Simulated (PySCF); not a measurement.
**Trend along group 13: MH molecules**

CCSD(T) with double-zeta basis sets in PySCF, for the lowest determinant that a PBE0 search found; no spin–orbit coupling. De refers to high-spin ground-configuration atoms.

| M | basis | reference, frozen orbitals | state (unpaired electrons) | Re (Å) | ωe (cm⁻¹) | De (eV) |
| --- | --- | --- | --- | --- | --- | --- |
| B | cc-pVDZ | RHF, 1 | singlet (closed shell) | 1.256 | 2343 | 3.43 |
| Al | def2-SVP | RHF, 5 | singlet (closed shell) | 1.646 | 1729 | 3.04 |
| Ga | x2c-SVPall | RHF, 9 | singlet (closed shell) | 1.657 | 1653 | 2.82 |
| In | def2-SVP | RHF, 4 | singlet (closed shell) | 1.849 | 1473 | 2.55 |
| Tl | def2-SVP | RHF, 4 | singlet (closed shell) | 1.905 | 1366 | 2.37 |

The shortest bond is that of BH (1.256 Å), the longest that of TlH (1.905 Å).

The rows differ in basis set, which adds steps of its own.

Down a group the atoms grow and get heavier, so bonds lengthen and wavenumbers fall; this series shows no clear exception.

Correlated steps freeze the inner cores (1 to 9 orbitals); shallow outer-core shells are correlated. Correlated levels converge slowly with the basis: in double zeta they bind strong bonds too weakly, by up to about 1 eV, and carry superposition errors of some tenths. These are scalar-relativistic numbers at best; spin–orbit coupling would shift them, the dissociation energy most. Where the molecule has an RHF reference, its open-shell atoms are computed with UHF.
